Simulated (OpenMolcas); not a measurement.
**3s2 3p2 along the 14-electron sequence**

```yaml
Program: OpenMolcas 26.06
Method: SS-CASPT2, IPEA 0.25 Eh, imaginary shift 0.1 Eh
Basis: ANO-RCC-VQZP
Scalar_Hamiltonian: DKH2, point nucleus
Spin-orbit_coupling: RASSI with atomic mean-field integrals over the reference wave functions, term energies averaged over their components
```

Active space for each ion: 2 electrons in 3 orbitals (3p); closed shells correlated by CASPT2: 2s 2p 3s.

Computed levels in cm-1 above 3P0:

```json
{"Level": "3P1", "Si": "67.0", "P+": "146", "S2+": "268", "Cl3+": "447", "Ar4+": "704"}
{"Level": "3P2", "Si": "195", "P+": "419", "S2+": "756", "Cl3+": "1235", "Ar4+": "1894"}
{"Level": "1D2", "Si": "5970", "P+": "8540", "S2+": "11010", "Cl3+": "13500", "Ar4+": "16000"}
{"Level": "1S0", "Si": "14880", "P+": "21230", "S2+": "27050", "Cl3+": "32650", "Ar4+": "38060"}
{"Level": "weight of 3P in the lowest level (%)", "Si": "100", "P+": "100", "S2+": "100", "Cl3+": "100", "Ar4+": "100"}
```

Measured, with the error of the calculation in %. Measured levels: Si, P+ from NIST Handbook of Basic Atomic Spectroscopic Data; S2+ from NIST levels in Podobedova, Kelleher and Wiese, J. Phys. Chem. Ref. Data 38, 171 (2009); Cl3+ from Moore, Atomic Energy Levels, vol. I, NSRDS-NBS 35 (1971 reprint of NBS Circular 467, 1949); Ar4+ from Saloman, J. Phys. Chem. Ref. Data 39, 033101 (2010).

| Level | Si | P+ | S2+ | Cl3+ | Ar4+ |
| --- | --- | --- | --- | --- | --- |
| 3P1 | 77.1 (-13.0) | 165 (-11.4) | 299 (-10.2) | 491 (-8.9) | 763 (-7.8) |
| 3P2 | 223 (-12.4) | 469 (-10.6) | 833 (-9.2) | 1341 (-7.9) | 2029 (-6.7) |
| 1D2 | 6299 (-5.2) | 8882 (-3.9) | 11323 (-2.7) | 13766 (-2.0) | 16299 (-1.9) |
| 1S0 | 15394 (-3.4) | 21576 (-1.6) | 27161 (-0.4) | 32550 (+0.3) | 37912 (+0.4) |

The fine-structure level 3P2 changes by a factor of 9.71 from Si to Ar4+. Its fourth root runs 3.74, 4.52, 5.24, 5.93, 6.60, with steps per unit of Z of 0.79, 0.72, 0.68, 0.67; equal steps would mean a (Z - σ)^4 law with constant σ.

1D2 changes by a factor of 2.68 over the same range, with steps per unit of Z of +2570, +2470, +2490, +2500 cm-1.

Term energies are means over components that CASPT2 splits; among the terms shown or strongly mixed into the levels shown the widest spread is 120 cm-1 (3s2 3p2 1D, Cl3+). With the s shell closed, the reference lacks s² → p² mixing. Measured partners are found by configuration, term and J. A level has none where our copy of the source lacks it or the pairing is in doubt (some pairs that miss far off the trend of their configuration count as doubtful), and it then counts in no deviation. Only configurations of the active space appear.
